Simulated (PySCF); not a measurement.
Spinor energies of Os³⁸⁺ (osmium, charge +38)

Start: [Kr] 4d2; 4d3/2 filled at m_j = +1/2, +3/2. Calculated with PySCF 2.14 in an even-tempered Gaussian basis (16 s from 4.3 bohr⁻², ratio 2.8; 14 p from 5.6 bohr⁻², ratio 2.8; 9 d from 5.6 bohr⁻², ratio 2.8; 3 f from 21 bohr⁻², ratio 3): generalised Hartree-Fock with the X2C-1e Hamiltonian and a Gaussian nucleus; one run each with spin-orbit coupling (SO) switched off, then screened by Boettger's factors.

```tsv
spinor shell	electrons	ε, spin-free (eV)	ε, screened SO (eV)	weight of nominal j (screened SO)	rms radius, screened SO (bohr)
1s1/2	2	-75953.4	-75927.4	1.000	0.0201
2s1/2	2	-14759.6	-14750.6	1.000	0.0810
2p1/2	2	-13076.2	-14174.9	1.000	0.0687
2p3/2	4	-13076.2	-12634.6	1.000	0.0763
3s1/2	2	-4739.4	-4735.9	1.000	0.205
3p1/2	2	-4233.3	-4481.5	1.000	0.196
3p3/2	4	-4233.3	-4130.5	1.000	0.211
3d3/2	4	-3671.5	-3716.9	1.000	0.185
3d5/2	6	-3671.5	-3637.7	1.000	0.189
4s1/2	2	-2104.9	-2103.5	1.000	0.429
4p1/2	2	-1912.5	-1994.8	0.999	0.428
4p3/2	4	-1912.5	-1877.5	1.000	0.455
4d3/2	2	-1711.0	-1722.5	0.998	0.437
```

```json
{"quantity": "E (hartree)", "spin-free": "-16367.89173", "screened SO": "-16391.72241"}
{"quantity": "M_J", "spin-free": "2", "screened SO": "2"}
{"quantity": "⟨J²⟩", "spin-free": "8.001", "screened SO": "6.017"}
{"quantity": "⟨L²⟩", "spin-free": "12.001", "screened SO": "10.237"}
{"quantity": "⟨S²⟩", "spin-free": "2.000", "screened SO": "1.587"}
```

Each row is a mean over spinors that exchange with the open shell spreads, by up to 17.452 eV (4p1/2).

Breit and QED terms are absent; they matter most for the inner s and p1/2 levels.

Densities and radii are taken from the X2C orbitals without a picture-change correction, which distorts them close to the nucleus.

Without spin-orbit coupling the j labels of p, d and f shells carry no meaning; the spin-free column gives the mean over the occupied spinors of each nl shell, and its ⟨J²⟩ belongs to a mixture of degenerate components.
